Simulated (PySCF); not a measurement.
CH₃Cl₃Sn, SMILES [CH3][Sn]([Cl])([Cl])[Cl]. The structure is a stationary point at B3LYP-D3(BJ)/def2-SVP. The isomer is the one that the SMILES or the coordinates give; other isomers of the formula were not compared. The def2 effective core potentials stand for the cores of Sn; spin–orbit coupling is left out.

Computed equilibrium geometry at B3LYP-D3(BJ)/def2-SVP (PySCF confirms it by a frequency run) as Cartesian coordinates in Å, and its point group:
point group C3.
```xyz
8

C      0.0000     0.0000     2.3661
Sn     0.0000     0.0000     0.2195
Cl    -0.6669     2.0819    -0.6527
Cl     2.1364    -0.4634    -0.6527
Cl    -1.4695    -1.6185    -0.6527
H     -0.7146    -0.7615     2.7043
H      1.0167    -0.2381     2.7043
H     -0.3022     0.9996     2.7043
```
